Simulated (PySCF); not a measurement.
Continuum solvent and chemical shifts

Atoms are numbered as in `[CH3:1][S:2][c:3]1[cH:4][cH:5][c:6]([CH3:7])[cH:8][p:9]1`; H(Xn) means a hydrogen on atom n.

GIAO PBE0/pcSseg-1 in PySCF 2.14 on one PBE0-D3(BJ)/def2-SVP conformer, non-relativistic, equivalent nuclei averaged. Solvents enter as an IEF-PCM continuum (cyclohexane with ε = 2.0, chloroform with ε = 4.7) around the gas-phase geometry. Shifts are referred to TMS, CS2 computed in the same medium.

Gas phase, δ in ppm: C3 184.2, C8 161.7, C6 142.6, C5 135.8, C4 135.5, C7 26.4, C1 20.3, S2 61.3, H(C8) 8.48, H(C4) 7.72, H(C5) 7.27, H(C1) 2.46, H(C7) 2.45. Dipole moment 0.95 D.

(1) How does each δ change in the continuum?

(2) Which of the listed nuclei move most (in ppm), and what does the model miss?

Answers

(1) 
| atoms | environment | Δδ, cyclohexane | Δδ, chloroform |
| --- | --- | --- | --- |
| C3 | aromatic carbon bearing sulfur | +0.2 | +0.3 |
| C8 | aromatic CH | +0.6 | +1.1 |
| C6 | substituted aromatic carbon | +1.5 | +2.9 |
| C5 | aromatic CH | +1.1 | +2.1 |
| C4 | aromatic CH | +0.8 | +1.5 |
| C7 | methyl carbon on an aromatic ring | +0.1 | +0.3 |
| C1 | methyl carbon bonded to S | +0.2 | +0.4 |
| S2 | sulfide sulfur | -3.2 | -5.6 |
| H(C8) | hydrogen on an aromatic CH | +0.09 | +0.18 |
| H(C4) | hydrogen on an aromatic CH | +0.09 | +0.18 |
| H(C5) | hydrogen on an aromatic CH | +0.13 | +0.24 |
| H(C1) | hydrogen on a methyl carbon bonded to S | +0.06 | +0.11 |
| H(C7) | hydrogen on a methyl carbon on an aromatic ring | +0.05 | +0.08 |

Changes are relative to the gas phase. The dipole moment becomes 1.13 D in cyclohexane, 1.30 D in chloroform.

(2) S2 (sulfide sulfur, -5.6 ppm) in chloroform. A continuum only polarises the solute; specific hydrogen bonds, the anisotropy of aromatic solvents and changes of geometry or conformer are outside it.
